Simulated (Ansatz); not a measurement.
The first iterations of a band of C2H7BrSi2 (12 atoms, charge 0, multiplicity 1).

Computed with RKS PBE0-D4/def2-SVP (Ansatz 0.2.0).

```yaml
movable_images: 9
climbing_image: yes
spring: 5.0 eV/Å²
optimiser: quadratic models (default)
start_path: through a guess of the saddle point
force_threshold: 0.03 eV/Å
iteration_limit: 31
end_points: relaxed
```

Initial state:

```xyz
12
Properties=species:S:1:pos:R:3
C -1.656 -0.998 0.155
Si -0.215 0.153 0.458
C 1.394 -0.268 -0.373
Si 1.232 1.385 -1.371
Br 2.182 2.772 0.205
H -1.507 -1.943 0.701
H -1.738 -1.232 -0.918
H -2.605 -0.550 0.488
H -0.097 0.675 1.844
H 2.263 -0.327 0.296
H 1.334 -1.151 -1.028
H -0.509 1.430 -0.424
```

Final state:

```xyz
12
Properties=species:S:1:pos:R:3
C -1.740 -1.026 0.282
Si -0.223 -0.025 0.735
C 1.376 -0.299 -0.284
Si 0.760 1.455 -0.657
Br 2.048 3.117 0.080
H -1.653 -2.054 0.669
H -1.855 -1.076 -0.811
H -2.649 -0.572 0.704
H 0.014 0.114 2.199
H 2.307 -0.396 0.292
H 1.354 -1.018 -1.116
H 0.337 1.724 -2.059
```

| iteration | highest image above the first end (eV) | largest band force component (eV/Å) |
| --- | --- | --- |
| 1 | 2.475 | 5.119 |
| 2 | 1.633 | 2.592 |
| 3 | 1.325 | 2.880 |

Task: Does the band converge within its limit, and where does its top end?

Result: It converged. It ended after 10 iterations with the highest image 0.981 eV above the first end. A vibrational analysis at the climbing image gives one clearly imaginary mode, 583i cm⁻¹: a first-order saddle point. The orbitals stay closed-shell, which can raise the energy where a bond breaks towards radicals; this wasn't checked here.

Run time: 6.6 min on 2 threads of Intel(R) Xeon(R) Platinum 8488C (Sapphire Rapids), on a shared host, peak memory 0.39 GiB.
